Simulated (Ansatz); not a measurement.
Born–Oppenheimer molecular dynamics of F$_{5}$HW (7 atoms, charge 0, multiplicity 1). It goes on from the last frame of an earlier run, with new velocities.

Method: RHF/def2-SVP (Ansatz).

```
ensemble                      : NVE (velocity Verlet)
time step                     : 0.5 fs
steps asked                   : 100
starting velocities drawn for : 300 K
seed                          : 46622
```

First frame:

```xyz
7
Properties=species:S:1:pos:R:3
W 0.033 -0.049 -0.018
F -0.763 -0.002 1.621
F 1.902 -0.228 0.369
H 0.389 1.440 0.659
F -1.638 0.009 -0.726
F 0.176 -1.866 0.399
F 0.530 0.583 -1.659
```

What does the run give?

All steps were run.

* steps done: 100
* time covered: 50 fs
* mean temperature over the second half: 230 K
* spread of the potential energy over the second half: 3.6 meV per atom
* mean potential energy of the second half above the start: 6.4 meV per atom

The conserved energy stayed within 0.018 meV per atom of its start (net change 0.018 meV per atom), so the integration is sound. A run of 0.05 ps of so small a system gives no equilibrium averages.

What happens to the structure?

The same pairs are bonded in the first frame and the last. Pairs count as bonded within 1.25 times the sum of covalent radii (0.12 Å more for H–H). The details hang on the random start.

How do temperature and energy run in time?


```tsv
time (fs)	T (K)	potential energy less start (eV)	conserved less start (meV/atom)
0	300	0.000	0.00
2.5	261	0.025	0.01
5	252	0.031	0.02
7.5	301	-0.001	0.00
10	356	-0.036	0.00
12.5	395	-0.061	0.00
15	412	-0.073	-0.01
17.5	376	-0.049	-0.01
20	312	-0.008	0.01
22.5	265	0.022	0.00
25	222	0.050	0.01
27.5	204	0.062	0.01
30	218	0.053	0.00
32.5	225	0.048	0.00
35	240	0.039	0.01
37.5	277	0.015	-0.01
40	285	0.009	0.00
42.5	269	0.020	0.00
45	238	0.040	-0.01
47.5	179	0.078	0.01
50	139	0.104	0.02
```

Time of the run: 6.2 min on 1 thread of Intel(R) Xeon(R) Platinum 8259CL CPU @ 2.50GHz (Skylake/Cascade Lake), on a shared host, peak memory 0.24 GiB.
